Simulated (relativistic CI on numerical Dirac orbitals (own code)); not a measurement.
Radial parameters of Pt XXIX

Calculated at this level of theory: Dirac-Coulomb-Breit CI, orbitals from a KLI potential per configuration, QED by a radiative potential, unscaled Slater integrals (own radial code, finite nucleus).

Slater integrals F^k, G^k are unscaled and averaged over j, outside the closed core [Ar] 3d10 4p6; ζ comes from projecting the Hamiltonian with its Breit term on Σ l·s of the shell.

- 4s²4d¹⁰4f⁴: F^2(4f,4f) = 253710, F^4(4f,4f) = 165150, F^6(4f,4f) = 120700, ζ(4f) = 11004 cm⁻¹; <r>(4f) = 0.412, <r^2>(4f) = 0.1948 (bohr units).
- 4s²4d¹⁰4f³5s: F^2(4f,4f) = 256320, F^4(4f,4f) = 166960, F^6(4f,4f) = 122050, ζ(4f) = 11270, G^3(4f,5s) = 35251 cm⁻¹; <r>(4f) = 0.4084, <r^2>(4f) = 0.1914, <r>(5s) = 0.7381, <r^2>(5s) = 0.6071 (bohr units).
- 4s²4d¹⁰4f²5s²: F^2(4f,4f) = 259160, F^4(4f,4f) = 168920, F^6(4f,4f) = 123530, ζ(4f) = 11540 cm⁻¹; <r>(4f) = 0.4046, <r^2>(4f) = 0.1877 (bohr units).

Averages of the first 10 configurations, taken without configuration mixing, which lowers the lowest level and can move excited configurations by several eV; other configurations of the list can lie among them:

```
 Configuration  Parity  States  Average energy above the lowest level (eV)
    4s²4d¹⁰4f⁴    even    1001                                        19.7
  4s²4d¹⁰4f³5s     odd     728                                       164.8
 4s²4d¹⁰4f²5s²    even      91                                       321.0
  4s²4d¹⁰4f³5p    even    2184                                       236.6
4s²4d¹⁰4f²5s5p     odd    1092                                       389.7
  4s²4d¹⁰4f³5d     odd    3640                                       330.2
 4s²4d¹⁰4f²5p²    even    1365                                       464.5
4s²4d¹⁰4f²5s5d    even    1820                                       486.0
  4s²4d⁹4f³5s²     odd    3640                                       559.6
     4s4d¹⁰4f⁵     odd    4004                                       690.8
```
